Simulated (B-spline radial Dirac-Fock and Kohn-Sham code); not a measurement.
Total conversion coefficients at 500 keV, Ge to Cd

Calculated with a radial finite-basis atomic code, using a Dirac-Hartree-Slater potential of the neutral atom with a Latter tail (no hole, which puts coefficients of high multipoles low close above an edge), finite nucleus with surface currents. Subshells within 1 keV of threshold and pair formation are left out.

| Z | element | E4 | E5 | M1 | M2 | M4 |
| --- | --- | --- | --- | --- | --- | --- |
| 32 | Ge | 0.0202 | 0.0573 | 0.00140 | 0.00453 | 0.0398 |
| 33 | As | 0.0217 | 0.0616 | 0.00157 | 0.00507 | 0.0444 |
| 34 | Se | 0.0233 | 0.0660 | 0.00175 | 0.00565 | 0.0494 |
| 35 | Br | 0.0250 | 0.0706 | 0.00194 | 0.00630 | 0.0549 |
| 36 | Kr | 0.0267 | 0.0754 | 0.00215 | 0.00700 | 0.0608 |
| 37 | Rb | 0.0285 | 0.0804 | 0.00239 | 0.00776 | 0.0673 |
| 38 | Sr | 0.0304 | 0.0856 | 0.00264 | 0.00859 | 0.0742 |
| 40 | Zr | 0.0343 | 0.0966 | 0.00321 | 0.0105 | 0.0899 |
| 41 | Nb | 0.0364 | 0.102 | 0.00353 | 0.0115 | 0.0987 |
| 42 | Mo | 0.0386 | 0.108 | 0.00388 | 0.0127 | 0.108 |
| 43 | Tc | 0.0408 | 0.115 | 0.00427 | 0.0139 | 0.118 |
| 44 | Ru | 0.0431 | 0.121 | 0.00468 | 0.0153 | 0.129 |
| 45 | Rh | 0.0455 | 0.128 | 0.00512 | 0.0168 | 0.141 |
| 46 | Pd | 0.0480 | 0.135 | 0.00560 | 0.0183 | 0.154 |
| 47 | Ag | 0.0506 | 0.143 | 0.00613 | 0.0201 | 0.167 |
| 48 | Cd | 0.0532 | 0.151 | 0.00669 | 0.0219 | 0.182 |
